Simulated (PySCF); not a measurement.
Molecule: C2H6B, SMILES [B](C)C, doublet. Atoms near the plane z = 0.0 Å, at the PBE0/def2-SVP optimised geometry (x, y, z in Å): C1 (-1.0, 0.6, 0.0), B2 (0.0, -0.6, 0.0), C3 (1.5, -0.6, 0.0), H4 (-1.2, 0.8, -1.1), H5 (-2.0, 0.4, 0.5), H6 (-0.6, 1.5, 0.4), H7 (2.0, 0.3, -0.4), H8 (2.0, -1.5, -0.5), H9 (1.8, -0.7, 1.1).

Computed with unrestricted PBE0/def2-TZVP (PySCF). Cells within 0.4 Å of a nucleus heavier than hydrogen are left out (blank, or x). The values are rescaled to run from 0 to 1.

```
|000000000000000000000000000|
|000000000000000000000000000|
|000000000000000000000000000|
|000000000000000000000000000|
|000000000000000000000000000|
|000000000000000000000000000|
|000000000000000000000000000|
|000000000000000000000000000|
|000000000000000000000000000|
|000000000000000000000000000|
|0000000000x0000000000000000|
|000000000xx0000000000000000|
|000000000xx1111000000000000|
|000000000000122100000000000|
|0000000000000x3110x00000000|
|000000000012xxx00xxx0000000|
|0000000001259x1000x00000000|
|000000000125873000000000000|
|000000000013442000000000000|
|000000000011221000000000000|
|000000000000100000000000000|
|000000000000000000000000000|
|000000000000000000000000000|
|000000000000000000000000000|
|000000000000000000000000000|
|000000000000000000000000000|
|000000000000000000000000000|
```
Scale: ten equal steps from 0.000 (start of '0') to 1.00 (end of '9'), in the order '0123456789'; x runs from -4.00 to 4.00, y from -4.00 (bottom) to 4.00 (top).

Question: Which quantity is mapped?
(A) deformation density (molecule minus spherical neutral atoms)
(B) spin density
(C) electrostatic potential
(D) Laplacian of the electron density

Answer: B, spin density. In full: spin density (e/bohr³).
